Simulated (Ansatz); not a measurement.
Wavefunction ladder for `O[CH2][InH][Br]`

Z-matrix (Å, degrees):
```
C
In 1 2.171
O 1 1.400 2 111.0
H 1 1.091 2 109.8 3 -119.4
H 1 1.099 2 107.7 3 123.7
Br 2 2.524 1 100.3 3 -28.0
H 2 1.706 1 147.1 3 153.0
H 3 0.966 1 109.3 2 41.5
```

The species carries charge 0 and has multiplicity 1. Correlated methods include outer-core shells of Br, In, which these sets cover unevenly. Scalar relativity is left out up to krypton. In takes the def2 core potential. The geometry is a stationary point of PBE0-D4/def2-TZVP. It is one conformer, not always the lowest. Frozen core, restricted reference, the Gaussian-basis code of Ansatz.

```json
{"basis": "def2-SVP", "HF (Eh)": "-2876.29649", "MP2 corr.": "?", "CCSD corr.": "-0.67627", "(T)": "-0.01732", "CCSD(T) total": "?"}
{"basis": "def2-TZVPP", "HF (Eh)": "?", "MP2 corr.": "-0.97889", "CCSD corr.": "?", "(T)": "?", "CCSD(T) total": "?"}
{"basis": "def2-QZVPP", "HF (Eh)": "-2876.81656", "MP2 corr.": "-1.51712", "CCSD corr.": "–", "(T)": "–", "CCSD(T) total": "–"}
```

Fill in the withheld values. (Best estimate.)

Computed: def2-SVP MP2 corr.: -0.64612; def2-SVP CCSD(T) total: -2876.99008; def2-TZVPP HF (Eh): -2876.76050; def2-TZVPP CCSD corr.: -0.99397; def2-TZVPP (T): -0.03486; def2-TZVPP CCSD(T) total: -2877.78933.
